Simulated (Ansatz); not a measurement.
Input for Ansatz (a first-principles code): U-PBE0/def2-TZVPP on F2Ge (SMILES [F][Ge][F]), 2S+1 = 3, a spin state set in the input, which need not be the lowest.

Ansatz 0.2 input:
```yaml
crystal:
  periodic: [false, false, false]
  atoms:
    - {symbol: F, position_ang: [-1.47439686, -0.61052236, 0.00000000]}
    - {symbol: Ge, position_ang: [-0.00025699, 0.34279688, 0.00000000]}
    - {symbol: F, position_ang: [1.47531062, -0.60831099, 0.00000000]}
basis:
  gaussian:
    orbitals: def2-TZVPP
hamiltonian:
  xc: {name: PBE0}
magnetization: {spin_polarized: true, initial_magnetization: 2}
```

The head of its log:

```
WARN ansatz: RAYON_NUM_THREADS=2 ignored (pool sized by the plan → 2); use --threads N
Functional definition: PBE0
integrals: 0.03 GiB planned
713 factors; their error is unknown
mean field: 0.47 GiB planned
mean field evaluation 1: about -61937.2464 eV, gradient 3.3e1 eV
mean field evaluation 2: about -61927.1220 eV, gradient 6.7e1 eV
```

Problem. What total energy does the run end on?

Solution. -2276.2809 hartree.
